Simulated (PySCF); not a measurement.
**Fe²⁺ (iron, charge +2): UHF calculation**

Configuration: [Ar] 3d6, high-spin 5D determinant. All numbers are calculated (PySCF 2.14, scalar relativity by spin-free X2C-1e, in cc-pVTZ-DK (7s6p4d2f1g, 68 functions)).

| Item | Value |
| --- | --- |
| Total energy | -1270.548709 hartree |
| One-electron energy | -1738.8727 hartree |
| Hartree (Coulomb) energy | 523.0328 hartree |
| Exchange energy | -54.7088 hartree |
| ⟨S²⟩ | 6.0039 |
| ⟨L²⟩ | 6.015 |
| Sum of ⟨r⟩ | 15.16 bohr |
| Sum of ⟨r²⟩ | 15.79 bohr² |
| Traceless quadrupole moment −½Σ⟨3z² − r²⟩ along its main axis | 0.458 e·bohr² |
| Langevin diamagnetic susceptibility | -12.5 ×10⁻⁶ cm³/mol |
| Time after the integrals | 0.42 s of wall time on 1 thread of Neoverse-V2 (shared host) |

```tsv
shell	electrons	mean orbital energy (hartree)	spread (hartree)	rms radius, mean of both spins (bohr)
1s α	1	-264.35369	0	0.0675
1s β	1	-264.35170	0	0.0675
2s α	1	-33.16149	0	0.288
2s β	1	-33.04115	0	0.288
2p α	3	-28.23322	0.03440	0.260
2p β	3	-28.11299	0.00048	0.260
3s α	1	-5.09209	0	0.872
3s β	1	-4.73540	0	0.872
3p α	3	-3.64535	0.07595	0.934
3p β	3	-3.21432	0.05500	0.934
3d α	5	-1.34603	0.08906	1.19
3d β	1	-1.14142	0	1.19
```

Densities and radii are taken from the X2C orbitals without a picture-change correction, which distorts them close to the nucleus.
